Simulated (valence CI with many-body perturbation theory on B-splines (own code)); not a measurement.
The numbers below are computed, except where a source is named.
**Assign the levels of Ce XX**

Level of theory: valence CI with perturbative core correlation (CI+MBPT): three valence electrons over a frozen Dirac-Fock core [Kr], radial functions for each j: 9 s, 9 p, 10 d, 8 f, 5 g, 3 h, 1 i, with the one-electron correlation potential Σ1, the two-electron term Σ2, the three-electron term Σ3, Breit, model QED; selected CI, second order for the rest (own B-spline code, finite nucleus).

No measured spectrum was set against this ion. As an estimate, terms of the open shell hold to 2 to 4 % of their energy, and close levels can change places. Only levels of the ground parity were solved; by the run's estimate the other parity begins above the list, which can be wrong where configurations are misplaced.

| No. | J | Parity | E (cm⁻¹) | g |
| --- | --- | --- | --- | --- |
| 1 | 3/2 | even | 0.0 | 0.525 |
| 2 | 5/2 | even | 21076 | 1.039 |
| 3 | 7/2 | even | 34960 | 1.159 |
| 7 | 7/2 | even | 64816 | 0.982 |
| 9 | 5/2 | even | 68302 | 1.533 |
| 12 | 11/2 | even | 87558 | 1.089 |
| 16 | 7/2 | even | 107100 | 1.124 |
| 18 | 3/2 | even | 154600 | 0.817 |
| 19 | 5/2 | even | 160870 | 1.163 |

Energies count from the lowest level. Strongly mixed levels and levels close to another of their J and parity are left out, so the numbers can have gaps.

Question: Give configuration and LS term of each level.

Answer: 1: 4d³ ⁴F; 2: 4d³ ⁴F; 3: 4d³ ⁴F; 7: 4d³ ²G; 9: 4d³ ⁴P; 12: 4d³ ²H; 16: 4d³ ²F; 18: 4d³ ²D; 19: 4d³ ²D.
